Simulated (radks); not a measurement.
Species: Hf IV. Configuration: [Xe] 4f14 5d1.

Calculated with a radial shooting solver on a logarithmic mesh with Libxc functionals: scalar-relativistic Kohn-Sham, PBEsol, spin-polarised, spherical densities, point nucleus; open shells are filled with parallel spins first (spin-orbit coupling, left out, can overturn this in heavy ions).

Energy parts (eV):
| part | energy |
|---|---|
| total | -410131.52 |
| kinetic | 449406.31 |
| electron-nucleus | -1010099.91 |
| Hartree | 158788.87 |
| exchange-correlation | -8226.79 |

Orbitals (lengths in bohr, moments of r in powers of bohr; <r^-3> diverges for s and p1/2):
orbital  occ.  eigenvalue (eV)   <1/r>  <r^-3>      <r^2>
1s down     1        -65291.20   83.82       -  0.0004951
1s up       1        -65291.20   83.82       -  0.0004951
2s up       1        -11189.05   19.57       -   0.007643
2s down     1        -11189.01   19.57       -   0.007643
2p up       3        -9828.655   17.85   17780   0.006286
2p down     3        -9828.624   17.85   17780   0.006286
3s up       1        -2570.280   7.237       -    0.04980
3s down     1        -2570.275   7.237       -    0.04980
3p up       3        -2163.953   6.710    3921    0.05044
3p down     3        -2163.947   6.710    3921    0.05044
3d up       5        -1683.021   6.349   509.8    0.04188
3d down     5        -1683.000   6.349   509.8    0.04188
4s up       1        -539.3441   3.067       -     0.2477
4s down     1        -539.3211   3.067       -     0.2477
4p up       3        -406.0495   2.792   900.2     0.2820
4p down     3        -406.0282   2.792   900.2     0.2820
4d up       5        -233.8763   2.475   99.22     0.3327
4d down     5        -233.8474   2.475   99.23     0.3326
5s up       1         -94.5258   1.175       -      1.439
5s down     1         -94.0759   1.179       -      1.431
5p up       3         -62.8541  0.9852   121.4      1.986
5p down     3         -62.2093  0.9901   122.9      1.970
4f up       7         -44.2326   1.919   15.56     0.5867
4f down     7         -44.1203   1.923   15.62     0.5802
5d up       1         -27.5226  0.6615   6.618      4.296
5d down     0         -26.5911  0.6644   6.728      4.278

The highest occupied level is 5d up at -27.523 eV. Summed over all electrons, <r^2> = 33.59 bohr^2, which gives a Langevin (diamagnetic) susceptibility term of -26.6 x 10^-6 cm^3/mol. The density falls to 0.001 e/bohr^3 at r = 3.27 bohr. For comparison, the ionisation energy in NIST's Atomic Spectra Database is 33.37 eV (semi-empirical). In exact Kohn-Sham theory the highest level is minus the ionisation energy, but local and semilocal functionals leave it too shallow, through self-interaction and a potential that decays too fast; potentials with the right tail come closer.
